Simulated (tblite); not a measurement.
Species: C5H3OP.
SMILES: `C#Cc1occp1`

All values are computed: GFN2-xTB (tblite) harmonic vibrations without scaling, gas phase. Against measured fundamentals such values can be off by several per cent, at times by over 20.

Harmonic wavenumbers (cm⁻¹): 130.9, 137.9, 334.6, 424.7, 461.8, 486.2, 534.5, 632.8, 656.9, 715.5, 749.1, 771.4, 813.2, 863.5, 1058.8, 1094.6, 1192.3, 1264.4, 1271.9, 1483.5, 2232.8, 3118.7, 3142.9, 3398.1.

A = 5161, B = 1875, C = 1375 MHz; mass 109.992 u (most abundant isotopes); point group Cs, symmetry number 1.

What is the zero-point energy?

½Σν̃ = 13486 cm⁻¹ = 161.32 kJ/mol.

Entropy at 273.15 K, 1 bar (ideal gas, RRHO, classical rotation)?

Translation 165.66, rotation 114.31, vibration 44.45: S = 324.4 J/(mol K).

And Cp and H(273.15 K) − H(0)?

Cp = 98.27 J/(mol K), of which vibrations give 65.01 (their classical limit is 24 R = 199.5); H(273.15 K) − H(0) = 16.55 kJ/mol without the zero-point energy, 7.47 from vibrations.

How do the functions run with temperature in this model?

| T (K) | S (J/(mol K)) | Cp (J/(mol K)) | H − H(0) (kJ/mol) | G − H(0) (kJ/mol) | ln q(vib) |
| --- | --- | --- | --- | --- | --- |
| 100 | 255.3 | 49.1 | 3.93 | -21.60 | 0.33 |
| 200 | 297.3 | 76.6 | 10.14 | -49.31 | 1.23 |
| 300 | 334.0 | 105.6 | 19.29 | -80.90 | 2.39 |
| 500 | 398.4 | 146.4 | 44.88 | -154.34 | 5.04 |
| 800 | 475.0 | 178.2 | 94.14 | -285.89 | 9.01 |
| 1000 | 516.2 | 190.6 | 131.10 | -385.12 | 11.46 |

q(vib) and H(0) count from the zero-point level.

Which modes carry the vibrational entropy at 273.15 K?

130.9 cm⁻¹: 11.57; 137.9 cm⁻¹: 11.15; 334.6 cm⁻¹: 4.60; 424.7 cm⁻¹: 3.16; 461.8 cm⁻¹: 2.71; 486.2 cm⁻¹: 2.45 J/(mol K); the other 18 give 8.81 together.

Hindered rotation and anharmonicity are outside this model.
